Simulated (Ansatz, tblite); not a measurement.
Cost and result up the ladder for B₂O₃ (5 atoms). The state is a singlet with charge 0. Geometry: PBE-D4/def2-SVP.

```xyz
5

B     0.645   -1.083   -0.385
B    -0.646    1.081    0.388
O    -1.239    2.089    0.733
O    -0.007   -0.011    0.019
O     1.247   -2.077   -0.756
```

Ansatz on 4 threads of Arm Neoverse V2 on a shared host; xTB runs through tblite on one thread. Times are rough, summed over both states, and most runs start from the orbitals of an earlier one. PBE0-D4/def2-TZVP serves as the yardstick here, not as an exact answer. The other state is a doublet.

The xTB rows come from tblite. Correlated methods freeze 5 core orbitals. In CCSD on the charge 1 doublet the largest single amplitude is 0.28, so its Hartree–Fock determinant may place the open shell otherwise than the density functionals do. The structure comes from a short search, and lower isomers may exist.

Run but left out: HF/def2-TZVPP, MP2/def2-TZVPP (charge +1 doublet: a determinant that CCSD turns far, T1 0.048).

Correlated methods converge slowly with the basis.

Raw xTB energies of ions are shifted by several eV.

| level | functions | wall time |
| --- | --- | --- |
| GFN1-xTB | 20 | 0.004 s |
| GFN2-xTB | 20 | 0.004 s |
| PBE-D4/def2-TZVP | 155 | 3.3 s |
| PBE0-D4/def2-TZVP | 155 | 4.3 s |
| CCSD(T)/def2-TZVPP | 155 | 81 s |

Question: Estimate what each level gives for the vertical IE (eV).

Answer: 
| level | vertical IE (eV) | difference from PBE0-D4/def2-TZVP (eV) | remarks |
| --- | --- | --- | --- |
| GFN1-xTB | 18.83 | 6.47 | – |
| GFN2-xTB | 17.25 | 4.89 | – |
| PBE-D4/def2-TZVP | 11.94 | -0.42 | – |
| PBE0-D4/def2-TZVP | 12.36 | 0.00 | – |
| CCSD(T)/def2-TZVPP | 12.99 | 0.63 | large T1 (0.048) (+1 doublet) |
